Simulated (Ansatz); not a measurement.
`[SiH3]C[SiH]1CC1` + CH₃SH → `CS[SiH]1CC1` + `C[SiH3]`  (ligand exchange at the Si–C bond)

Program: Ansatz. Geometries: PBE0-D4/def2-TZVP. ΔE: electronic, gas phase. CCSD(T)/CBS is the MP2 limit (def2-TZVPP, def2-QZVPP) plus CCSD(T) − MP2 in def2-TZVPP, frozen cores. This one scheme is used for every species. DFT in def2-TZVPP. B3LYP here is the variant with VWN-RPA as its local correlation; programs differ in this. One conformer a species, not always the lowest.

`[SiH3]C[SiH]1CC1`:

```xyz
15

Si   -1.510   -0.840    1.732
C     0.089    0.047    1.320
Si    0.092    0.819   -0.375
C     1.578    0.748   -1.464
C     0.426   -0.214   -1.864
H    -1.686   -2.011    0.833
H    -1.513   -1.317    3.142
H    -2.667    0.077    1.546
H     0.916   -0.668    1.376
H     0.279    0.821    2.071
H    -0.829    1.969   -0.517
H     2.486    0.276   -1.101
H     1.782    1.561   -2.153
H    -0.074    0.004   -2.802
H     0.631   -1.273   -1.742
```

CH₃SH:

Cartesian coordinates in Å:
```
C 0.014 -0.233 -0.432
S -0.750 0.314 1.110
H 0.292 0.612 -1.062
H -0.741 -0.820 -0.954
H 0.880 -0.867 -0.247
H 0.304 0.995 1.585
```

`CS[SiH]1CC1`:

Z-matrix (Å, degrees):
```
C
S 1 1.819
H 1 1.090 2 106.6
H 1 1.089 2 110.9 3 118.8
H 1 1.090 2 111.2 3 -118.4
Si 2 2.109 1 100.4 3 178.8
C 6 1.846 2 120.4 1 85.9
C 6 1.841 2 117.7 1 143.2
H 6 1.480 2 115.6 1 -66.8
H 7 1.086 6 119.3 2 -150.7
H 7 1.085 6 119.2 2 -5.0
H 8 1.085 6 119.3 2 144.5
H 8 1.085 6 119.0 2 -0.4
```

`C[SiH3]`:

Z-matrix (Å, degrees):
```
C
Si 1 1.871
H 1 1.092 2 110.8
H 1 1.092 2 110.8 3 -120.0
H 1 1.092 2 110.8 3 120.0
H 2 1.488 1 110.7 3 -179.9
H 2 1.488 1 110.7 3 -59.9
H 2 1.488 1 110.7 3 60.1
```

| level | ΔE (kcal/mol) | difference from CCSD(T)/CBS |
| --- | --- | --- |
| PBE-D4 | -14.1 | -1.2 |
| r2SCAN-D4 | -14.1 | -1.2 |
| PBE0-D4 | -13.6 | -0.7 |
| B3LYP-D4 | -13.5 | -0.6 |
| PBE | -14.2 | -1.3 |
| r2SCAN | -14.2 | -1.3 |
| PBE0 | -13.7 | -0.8 |
| HF/def2-TZVPP | -12.7 | 0.2 |
| MP2/def2-TZVPP | -13.2 | -0.3 |
| CCSD(T)/def2-TZVPP | -12.4 | 0.5 |
| HF/def2-QZVPP | -12.6 | 0.3 |
| MP2/def2-QZVPP | -13.5 | -0.6 |
| SCS-MP2/def2-QZVPP | -13.1 | -0.2 |
| HF/CBS(def2) | -12.6 | 0.3 |
| MP2/CBS(def2) | -13.8 | -0.9 |
| CCSD/CBS(def2) | -12.6 | 0.3 |
| CCSD(T)/CBS | -12.9 | 0 |

Largest T1 diagnostic among the species: 0.011.
